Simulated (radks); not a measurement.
The numbers below are computed, except where a source is named.
Problem. Mo2+, configuration [Kr] 4d4. Code: a radial shooting solver on a logarithmic mesh with Libxc functionals. Model: Dirac Kohn-Sham, PBE, spin-unpolarised, spherical densities, finite nucleus; open shells fill j = l - 1/2 first; Fermi nuclear charge, rms radius 4.4091 fm. Some entries of the table are withheld. Estimate them.

orbital,occ.,eigenvalue (eV),<r^2> (bohr^2)
1s1/2,2,-19830.90,(1)
2s1/2,2,-2816.077,0.02779
2p1/2,2,-2592.102,0.02099
2p3/2,4,-2485.542,0.02235
3s1/2,2,-494.6479,0.2106
3p1/2,2,(2),0.2088
3p3/2,4,(3),0.2191
3d3/2,4,-241.2349,(4)
3d5/2,6,-237.9131,(5)
4s1/2,2,-82.5799,1.382
4p1/2,2,-58.3254,(6)
4p3/2,4,-55.8117,(7)
4d3/2,4,-20.8876,3.532
4d5/2,0,-20.6382,3.596

Solution. 
(1) 1s1/2 <r^2> (bohr^2): 0.001669
(2) 3p1/2 eigenvalue (eV): -409.4185
(3) 3p3/2 eigenvalue (eV): -391.8733
(4) 3d3/2 <r^2> (bohr^2): 0.2055
(5) 3d5/2 <r^2> (bohr^2): 0.2088
(6) 4p1/2 <r^2> (bohr^2): 1.671
(7) 4p3/2 <r^2> (bohr^2): 1.754
